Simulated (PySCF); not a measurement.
## C₆ coefficients of unlike pairs at BLYP

Calculated with PySCF 2.14 from the dipole response of each species, C₆(A,B) = (3/π) ∫ α_A(iu) α_B(iu) du, in atomic units, from isotropic polarisabilities. For ions this is the dispersion term alone; charge-induced terms of lower order in 1/R come first.

| species | configuration | basis | relativity | α (bohr³) | C₆ (like pair) |
| --- | --- | --- | --- | --- | --- |
| Rh²⁺ | [Kr] 4d7 (4F) | x2c-TZVPPall with one added diffuse shell each of s, p, d, f type (9s7p7d3f1g) | spin-free X2C | 7.730 | 40.95 |
| Pd³⁺ | [Kr] 4d7 (4F) | def2-TZVPPD with the def2 core potential (28 electrons) (6s4p3d2f1g) | core potential | 3.874 | 17.02 |
| F²⁺ | [He] 2s2 2p3 (4S) | dyall-acv3z (15s9p4d2f) | spin-free X2C | 1.227 | 1.566 |
| S²⁺ | [Ne] 3s2 3p2 (3P) | aug-cc-pVDZ-DK (5s4p2d) | spin-free X2C | 7.211 | 26.12 |

Task: Estimate C₆ for Pd³⁺ with Rh²⁺.

Result: The integral gives 25.89. The combination rule 2 C_A C_B / (C_A α_B/α_A + C_B α_A/α_B) gives 25.58 and the geometric mean 26.40.

No spin-orbit coupling is included.

The other pairs:

| pair | C₆ |
| --- | --- |
| S²⁺, F²⁺ | 5.894 |
| S²⁺, Pd³⁺ | 19.19 |
| S²⁺, Rh²⁺ | 31.84 |
| F²⁺, Pd³⁺ | 5.158 |
| F²⁺, Rh²⁺ | 7.892 |
